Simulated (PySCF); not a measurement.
KF, SMILES [F][K]. Atoms are numbered in the order given.

```xyz
2

K      0.0000     0.0000    -0.7119
F      0.0000     0.0000     1.5029
```

Coordinates come from a PBE-D3(BJ)/def2-TZVPD optimisation.

Two levels are set side by side: PBE/pcSseg-2 (PySCF) and KT2/pcSseg-2 (PySCF). GIAO shifts against CFCl3 (¹⁹F) at the same level; non-relativistic, no solvent, atoms listed together averaged. Differences are taken from unrounded values.

```
quantity               KT2
------------------  ------
δ(¹⁹F) of F2 (ppm)  -102.1
```

### Question
What does PBE give, and how far is it from KT2? (The exact figures need the calculation; the answer reports its results.)

### Answer

```csv
quantity,PBE,PBE minus KT2
δ(¹⁹F) of F2 (ppm),-87.2,14.8
```

Rough cost on one machine, each run with all the roots and properties that it gave: KT2 against PBE within a factor of 2.
